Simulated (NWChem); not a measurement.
System: chlorotrifluoromethane (CClF3); SMILES FC(F)(F)Cl

The following NWChem deck was run.

```
start job
memory heap 200 mb stack 900 mb global 1100 mb
geometry units angstroms noautosym nocenter noautoz
  F     -0.987347    -0.746844     0.809882
  C      0.000000     0.000000     0.356229
  F     -0.153113     1.228489     0.809882
  F      1.140460    -0.481645     0.809882
  Cl     0.000000     0.000000    -1.403427
end
basis spherical
  * library def2-svpd
end
dft
  xc hfexch
  iterations 150
end
property
  response 1 0.0
end
task dft property
```

Geometry: optimised at PBE0/def2-SVP.

Static field.

**Question.** What results follow from this input? (Hartree-Fock/def2-SVPD.) Quantities: isotropic polarisability (bohr³); anisotropy (bohr³).

**Answer.** 
```yaml
isotropic polarisability (bohr³): 28.2
anisotropy (bohr³): 7.1
```
